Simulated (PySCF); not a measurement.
Se(iPr)(NH2) (C₃H₉NSe), SMILES CC(C)[Se]N. The structure is a stationary point at PBE-D3(BJ)/def2-SVP. One conformer was computed; it need not be the lowest.

Computed equilibrium geometry at PBE-D3(BJ)/def2-SVP (PySCF confirms it by a frequency run) as Cartesian coordinates in Å (one conformer of several):
```xyz
14

Se    -0.6794    -0.1244     0.5296
C      0.9476    -0.3766    -0.6215
C      1.9113    -1.2544     0.1732
C      1.5447     0.9613    -1.0341
H      0.5942    -0.9283    -1.5191
H      2.8161    -1.4816    -0.4292
H      2.2460    -0.7425     1.0999
H      1.4490    -2.2207     0.4611
H      0.7954     1.5950    -1.5521
H      2.3949     0.8161    -1.7353
H      1.9147     1.5213    -0.1504
N     -1.7511     1.0206    -0.4696
H     -1.9804     0.6137    -1.3852
H     -1.2936     1.9296    -0.6142
```
Charge 0, spin multiplicity 1.
